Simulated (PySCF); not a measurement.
## CuH: frontier orbitals

r²SCAN at R = 1.482 Å; Cu def2-TZVPP, H def2-TZVPP; no relativity (PySCF 2.14). State: ¹Σ⁺ (singlet), closed shell. Only the outer orbitals are listed, counted within each symmetry.

| orbital | occ. | ε (eV) | on Cu (%) | main shells (%) |
| --- | --- | --- | --- | --- |
| 6σ | 2 | -8.20 | 57 | 43 H s, 37 Cu d, 16 Cu s |
| 3π | 2 | -6.13 | 100 | 100 Cu d |
| 3π | 2 | -6.13 | 100 | 100 Cu d |
| 1δ | 2 | -5.90 | 100 | 100 Cu d |
| 1δ | 2 | -5.90 | 100 | 100 Cu d |
| 7σ | 2 | -5.50 | 88 | 56 Cu d, 32 Cu s, 12 H s |
| 8σ | 0 | -2.51 | 78 | 50 Cu s, 25 Cu p, 22 H s |
| 4π | 0 | 0.32 | 99 | 99 Cu p |
| 4π | 0 | 0.32 | 99 | 99 Cu p |

**Question.** Which are the highest filled and the lowest empty level, where do they sit, and how wide is the gap?

**Answer.** Highest filled 7σ at -5.50 eV (in %: 56 Cu d, 32 Cu s, 12 H s); lowest empty 8σ at -2.51 eV (in %: 50 Cu s, 25 Cu p, 22 H s); the gap at r²SCAN is 2.99 eV.

| Quantity | Value |
| --- | --- |
| bond order (Mayer) | 1.05 |
| ⟨S²⟩ | 0.000 |
| charge on Cu (Mulliken, basis-dependent) | 0.11 |
| charge on Cu (Löwdin, basis-dependent) | 0.19 |
| dipole moment (positive dipole means Cu(−)H(+)) | -2.53 D |
